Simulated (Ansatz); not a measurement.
```yaml
crystal:
  periodic: [false, false, false]
  atoms:
    - {symbol: C, position_ang: [0.255782, -2.844196, 0.812059]}
    - {symbol: O, position_ang: [0.963563, -1.582779, 0.748785]}
    - {symbol: Mo, position_ang: [0.085805, 0.108219, 0.275069]}
    - {symbol: O, position_ang: [-0.469207, -0.814033, -1.537047]}
    - {symbol: Cl, position_ang: [-1.082415, 1.921241, -0.680980]}
    - {symbol: O, position_ang: [-1.507481, -0.579497, 0.918466]}
    - {symbol: C, position_ang: [-2.752532, -0.773367, 0.543684]}
    - {symbol: O, position_ang: [0.594842, 1.157006, 1.323314]}
    - {symbol: C, position_ang: [0.913960, 2.610902, 1.709748]}
    - {symbol: O, position_ang: [1.628243, 0.570627, -0.928323]}
    - {symbol: C, position_ang: [1.804398, 1.003207, -2.260374]}
    - {symbol: H, position_ang: [1.343778, -3.511564, 1.126347]}
    - {symbol: H, position_ang: [0.182273, -3.332507, -0.354136]}
    - {symbol: H, position_ang: [-0.368892, -2.807937, 1.408700]}
    - {symbol: H, position_ang: [-0.881753, -0.539071, -1.988219]}
    - {symbol: H, position_ang: [-3.214556, 0.218831, 0.215963]}
    - {symbol: H, position_ang: [-2.747193, -1.315897, -0.351982]}
    - {symbol: H, position_ang: [-3.497601, -1.200855, 1.390701]}
    - {symbol: H, position_ang: [1.963147, 2.687089, 0.843380]}
    - {symbol: H, position_ang: [1.358375, 2.720569, 2.631472]}
    - {symbol: H, position_ang: [0.255015, 3.156730, 1.353519]}
    - {symbol: H, position_ang: [1.352857, 0.017675, -2.785242]}
    - {symbol: H, position_ang: [2.791248, 1.131783, -2.475581]}
    - {symbol: H, position_ang: [1.242071, 1.808855, -2.400652]}
basis:
  gaussian: {orbitals: def2-TZVPD}
hamiltonian: {xc: {name: PBE0-DH}}
scf: {lower_state_search: light}
scf: {max_iter: 3}
output: {forces: true}
```

```sh
$ ansatz run in.yaml --threads 11 --pin off --events-out ev --progress --plain --max-ram 174080MiB --backend cuda --devices 0, --max-vram 75GiB
```

Question: How does Ansatz answer? (Best estimate.)

Answer: Computed: The program refused the input.
```
Error: YAML parse error: error: line 32 column 1: duplicate mapping key: scf, set DuplicateKeyPolicy in Options if acceptable
30 | hamiltonian: {xc: {name: PBE0-DH}}
31 | scf: {lower_state_search: light}
32 | scf: {max_iter: 3}
33 | output: {forces: true}
```
